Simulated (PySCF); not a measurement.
Where the electron goes

Species: C₇H₁₁NSi.
Z-matrix (Å and degrees, PBE0-D3(BJ)/def2-SVP geometry), rows numbered from 1:
```
C 
C   1  1.3334
C   2  1.4998  1  125.09
C   3  1.5004  2  112.65  1   120.60
C   4  1.4293  3  126.49  2   -55.27
C   5  1.3728  4  107.45  3   179.46
N   6  1.3805  5  108.95  4    -0.47
Si  7  1.7684  6  125.93  5   173.55
C   4  1.3765  3  127.04  2   123.69
H   1  1.0952  2  121.20  3     0.58
H   1  1.0932  2  121.65  3  -179.53
H   2  1.0972  1  119.33  3   178.76
H   3  1.1037  2  109.19  1    -2.21
H   3  1.1036  2  109.42  1  -118.44
H   5  1.0888  4  126.27  3     0.52
H   6  1.0889  5  130.20  4  -179.45
H   8  1.4889  7  107.11  6    31.50
H   8  1.4922  7  111.60  6   -88.51
H   8  1.4892  7  107.51  6   151.48
H   9  1.0895  4  129.60  3     0.36
```

The calculation used TDDFT wB97X-D/def2-SVPD, vertical, gas phase, core orbitals frozen in the response in PySCF.

Frontier orbitals with the atoms that hold most of them (Löwdin shares over 4%, at most four atoms; ? is withheld):

```tsv
orbital	ε (eV)	atoms
LUMO+2	2.14	Si8 53%, H19 10%, H17 10%, H18 9%
LUMO+1	1.92	C1 15%, C2 15%, Si8 14%, C9 9%
LUMO	1.88	?
HOMO	-8.01	?
HOMO-1	-8.67	C5 25%, N7 23%, C4 15%, C6 8%
HOMO-2	-9.35	C1 33%, C2 31%, C3 8%, C4 5%
HOMO-3	-11.55	C2 18%, C1 17%, C3 14%, H11 8%
```

(1) Give the leading atoms of the HOMO.

(2) Which atoms hold the LUMO, and with what shares?

(3) How does S1 compare with the orbital gap of 9.89 eV?

(4) Give energy, strength and leading configuration of S1 and S2, and follow the Löwdin shares of the leading atoms from the occupied to the empty orbital.

Results:

(1) C9 (bonded to C, N and H) 28%; C6 (bonded to C, N and H) 24%; C4 (bonded to 3 C) 17%; C5 (bonded to 2 C and H) 10%.

(2) Si8 (bonded to N and 3 H) 37%; H19 (bonded to Si) 10%; H18 (bonded to Si) 10%; H17 (bonded to Si) 10%. By element: silicon 37%, hydrogen 30% or more.

(3) S1 is at 5.96 eV (f = 0.0050), 3.92 eV below the gap, made of HOMO→LUMO (88%). 

(4) 
- S1 (5.96 eV, f 0.0050), HOMO→LUMO (88%): C9 28% → at most 10%, C6 24% → at most 10%, Si8 at most 11% → 37%, H19 at most 11% → 10%
- S2 (6.06 eV, f 0.086), HOMO→LUMO+1 (78%): C9 28% → 9%, C6 24% → at most 10%, C1 at most 11% → 15%, C2 at most 11% → 15%

One conformer stands for the species.
